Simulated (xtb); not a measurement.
Ge(H)2(Cl)(vinyl) (C₂H₅ClGe), SMILES [Cl][GeH2][CH]=C. All values are semi-empirical tight-binding results from xtb (GFN2-xTB unless named), good for trends rather than for accurate numbers. Geometry: GFN2-xTB. This is a generated structure with no PubChem entry under its InChIKey; it may be hypothetical. The values are those of a single conformer.

Optimised geometry:

```xyz
9

Ge     0.6960    -0.1464     0.0000
Cl    -0.9660    -1.4255     0.0000
C      0.1027     1.7189     0.0000
C     -1.1652     2.0961     0.0000
H      1.5348    -0.4736    -1.2167
H      1.5348    -0.4736     1.2167
H      0.8828     2.4688     0.0000
H     -1.4635     3.1337     0.0000
H     -1.9647     1.3709     0.0000
```
Charge 0, spin multiplicity 1.

For metal compounds this method's bond lengths and energies can be far off.

**Question.** Estimate the properties. (An estimate is asked for; the answer gives what the named calculation found.)

**Answer.** 
The point group as xtb finds it is Cs and the orbital gap is 4.78 eV. The zero-point energy comes out as 35.2 kcal/mol. The G − E(el) at 298.15 K (modified RRHO) comes out as 15.7 kcal/mol.

Computed atomic charges and the Wiberg bond orders between heavy atoms:
charges (e) Ge1 0.18, Cl2 -0.16, C3 -0.07, C4 -0.07, H5 -0.01, H6 -0.01, H7 0.05, H8 0.05, H9 0.06. Bond orders Ge1–Cl2 1.20, Ge1–C3 0.88, C3–C4 1.97.
